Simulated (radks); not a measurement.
Excited configurations of Ba III: one electron is placed in a higher orbital outside [Kr] 4d10 5s2 5p5. The ground configuration is [Xe]. All-electron calculation, Dirac Kohn-Sham, PBEsol, spin-unpolarised, spherical densities, finite nucleus; open shells fill j = l - 1/2 first; Fermi nuclear charge, rms radius 4.8378 fm. Program: a radial shooting solver on a logarithmic mesh with Libxc functionals. Excitation = E - E(ground); binding = E(ion) - E, where the ion is the core of charge +3; n* = 3/sqrt(2 binding) in atomic units, and the quantum defect is n - n*.

| outer orbital | excitation (eV) | binding (eV) | n* | quantum defect | eigenvalue (eV) | <r> (bohr) |
|---|---|---|---|---|---|---|
| 4f5/2 | 20.277 | 15.496 | 2.811 | 1.189 | -9.181 | 1.661 |
| 6s1/2 | 18.926 | 16.846 | 2.696 | 3.304 | -14.197 | 3.781 |
| 6p1/2 | 22.228 | 13.545 | 3.007 | 2.993 | -11.359 | 4.398 |
| 6d3/2 | 26.800 | 8.972 | 3.694 | 2.306 | -7.488 | 6.119 |
| 7s1/2 | 26.735 | 9.037 | 3.681 | 3.319 | -7.753 | 6.994 |
| 7p1/2 | 28.051 | 7.721 | 3.982 | 3.018 | -6.583 | 7.891 |

The Delta-SCF ionisation energy is 35.773 eV (NIST Atomic Spectra Database: 35.844 eV, measured). Self-interaction in the functional shifts the binding energies and quantum defects, so they are the method's values and not measured ones. Spin polarisation and multiplet splitting are left out, so open shells lie too high by an amount that depends on their filling.

Beside tabulated values, note that spin-unpolarised runs miss the spin-polarisation part of the exchange energy of open shells.
